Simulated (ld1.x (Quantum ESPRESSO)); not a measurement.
The numbers below are computed, except where a source is named.
# Potentials for nitrogen compared

Generated with ld1.x 7.5 (TM, RRKJ, ultrasoft, PAW), atompaw 4.2 or ONCVPSP 4.0.1. The cutoff is in Ry: for ld1.x and atompaw files where the sum of valence levels is converged to 10 mRy in a Bessel basis, for ONCV files where the hardest occupied wave has 1 mHa per electron of residual kinetic energy. The error is the largest all-electron minus pseudo excitation energy over each file’s own four to seven test configurations (ionisations up to +4, promotions, holes and added fractions of an electron), all of which were solved. The labels leave out finer settings (local radius, basis sizes, second energies), which also bear on the numbers. Spin-polarised tests are not counted. The rows are a selection from randomly drawn settings: files with unsolved tests, undetermined cutoffs or missed reference levels are left out.

| potential | cutoff (Ry) | largest error (meV) | bound ghosts |
| --- | --- | --- | --- |
| TM, PBE, scalar-relativistic, rc 1.05/1.75/1.35 (spd), local smoothed, core correction no, reference 2s2 2p2 | 50 | +729 | none |
| RRKJ, PBEsol, scalar-relativistic, rc 0.95/1.90/2.05 (spd), local smoothed, core correction no, reference 2s2 2p2 | 100 | +1198 | none |
| ultrasoft, PBE, scalar-relativistic, rc 0.95/1.15 (sp), local smoothed, core correction yes, reference 2s2 2p2 | 45 | +90 | none |
| TM, PBE, scalar-relativistic, rc 0.90/1.30 (sp), local s, core correction yes, reference 2s2 2p3 | 70 | +761 | none |
| TM, LDA (PZ), scalar-relativistic, rc 0.65/2.00 (sp), local smoothed, core correction no, reference 2s2 2p3 | 180 | +1773 | none |
| TM, PBEsol, non-relativistic, rc 1.05/1.35/1.45 (spd), local p, core correction yes, reference 2s2 2p3 | 70 | +419 | none |
| ultrasoft, PBE, scalar-relativistic, rc 1.20/1.80/1.90 (spd), local smoothed, core correction no, reference 2s2 2p3 | 21 | +220 | none |

Question: Fill in the row for N: ultrasoft, PBE, scalar-relativistic, rc 0.70/1.85 (sp), local smoothed, core correction no, reference 2s2 2p3.

Answer: cutoff 70 Ry, largest error +593 meV, bound ghosts: none.
